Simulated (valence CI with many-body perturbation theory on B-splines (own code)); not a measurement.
# Forbidden lines of Bi LXIX

Level of theory: valence CI with perturbative core correlation (CI+MBPT): five valence electrons over a frozen Dirac-Fock core [Ne], radial functions for each j: 9 s, 9 p, 8 d, 6 f, 3 g, 1 h, with the one-electron correlation potential Σ1, the two-electron term Σ2, the three-electron term Σ3, Breit, model QED; selected CI, second order for the rest (own B-spline code, finite nucleus).

No measured spectrum was set against this ion. As an estimate, large intervals hold to a few tenths of a per cent, small ones and those within an open d or f shell to about a per cent. Among the levels kept, up to 610 cm⁻¹ of a level comes from second order outside the variational space, and about a tenth of that is noise between levels of different J, which matters for small intervals.

Lines 1 to 14 of 14 in falling wavelength, among levels below 1354.5 eV, chosen from the decays that carry over 1 % of a level's rate. Wavelengths and rates use the calculated energies. Electric multipoles are in the length gauge, E1 and E2 with the static RPA response of the core. S is in atomic units (e²a₀⁴ for E2 and M2, e²a₀⁶ for E3), for M1 in squared Bohr magnetons. Weak lines are less certain than strong ones. Lines between different terms over intervals too small for the method are left out, as are lines whose strength nearly cancels.

Levels are named by their leading jj configuration (3d3/2^4 stands for four electrons in 3d with j = 3/2), which in mixed levels can hold well under half, so a name can repeat and another be missing. Letters in brackets count levels of one name in rising energy.

```
λ vac (Å)                               Upper                           Lower  Type   A (s⁻¹)  S (a.u.)
    88.97      (3s^2 3p1/2 3p3/2 3d5/2) J=9/2  (3s^2 3p1/2 3p3/2 3d3/2) J=7/2    M1  1.56e+07  4.06e+00
    21.22  (3s^2 3p1/2 3p3/2 3d5/2) J=7/2 [a]      (3s^2 3p1/2^2 3d5/2) J=5/2    M1  1.20e+09  3.39e+00
    20.70      (3s^2 3p1/2 3p3/2 3d5/2) J=9/2      (3s^2 3p1/2^2 3d5/2) J=5/2    E2  3.36e+07  1.14e-03
    20.66  (3s^2 3p1/2 3p3/2 3d3/2) J=5/2 [a]      (3s^2 3p1/2^2 3d3/2) J=3/2    M1  6.54e+08  1.28e+00
    20.54          (3s^2 3p1/2 3p3/2^2) J=3/2      (3s^2 3p1/2^2 3p3/2) J=3/2    M1  2.05e+09  2.63e+00
    20.51  (3s^2 3p1/2 3p3/2 3d3/2) J=1/2 [a]      (3s^2 3p1/2^2 3d3/2) J=3/2    M1  1.31e+09  8.41e-01
    20.46                (3s^2 3p3/2^3) J=3/2      (3s^2 3p1/2 3p3/2^2) J=1/2    M1  4.91e+08  6.24e-01
    20.19      (3s^2 3p1/2 3p3/2 3d3/2) J=7/2      (3s^2 3p1/2^2 3d3/2) J=3/2    E2  4.06e+07  9.72e-04
    20.10          (3s^2 3p1/2 3p3/2^2) J=5/2      (3s^2 3p1/2^2 3p3/2) J=3/2    M1  3.47e+08  6.26e-01
    20.10          (3s^2 3p1/2 3p3/2^2) J=5/2      (3s^2 3p1/2^2 3p3/2) J=3/2    E2  7.00e+07  1.23e-03
    19.87                (3s^2 3p3/2^3) J=3/2      (3s^2 3p1/2 3p3/2^2) J=5/2    M1  5.32e+08  6.19e-01
    19.53          (3s^2 3p1/2 3p3/2^2) J=1/2      (3s^2 3p1/2^2 3p3/2) J=3/2    M1  1.13e+09  6.21e-01
    19.53          (3s^2 3p1/2 3p3/2^2) J=1/2      (3s^2 3p1/2^2 3p3/2) J=3/2    E2  5.74e+07  2.91e-04
    19.46                (3s^2 3p3/2^3) J=3/2      (3s^2 3p1/2 3p3/2^2) J=3/2    M1  2.16e+09  2.36e+00
```
